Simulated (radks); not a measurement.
The numbers below are computed, except where a source is named.
Species: Ir6+. Configuration: [Xe] 4f14 5d2 6d1 (not the ground configuration).

Code: a radial shooting solver on a logarithmic mesh with Libxc functionals. Model: scalar-relativistic Kohn-Sham, LDA (Slater exchange, Perdew-Wang correlation), spin-unpolarised, spherical densities, finite nucleus; Fermi nuclear charge, rms radius 5.4032 fm.

Energy parts (hartree):
| part | energy |
|---|---|
| total | -17803.8514 |
| kinetic | 19780.9447 |
| electron-nucleus | -43944.8481 |
| Hartree | 6692.7983 |
| exchange-correlation | -332.7463 |

Orbitals (lengths in bohr, moments of r in powers of bohr):
| orbital | occ. | eigenvalue (hartree) | <r^2> |
|---|---|---|---|
| 1s | 2 | -2797.724 | 0.0004202 |
| 2s | 2 | -492.2919 | 0.006426 |
| 2p | 6 | -428.4376 | 0.005366 |
| 3s | 2 | -117.6891 | 0.04155 |
| 3p | 6 | -99.00843 | 0.04248 |
| 3d | 10 | -78.37225 | 0.03517 |
| 4s | 2 | -27.69883 | 0.2025 |
| 4p | 6 | -21.56536 | 0.2309 |
| 4d | 10 | -14.01969 | 0.2646 |
| 4f | 14 | -5.61770 | 0.3428 |
| 5s | 2 | -6.84019 | 1.026 |
| 5p | 6 | -5.17799 | 1.318 |
| 5d | 2 | -3.19015 | 2.073 |
| 6d | 1 | -1.50208 | 9.483 |

The highest occupied level is 6d at -40.874 eV. The density falls to 0.001 e/bohr^3 at r = 3.99 bohr. The electron density at the nucleus is 1.94e+06 e/bohr^3 (large components only).
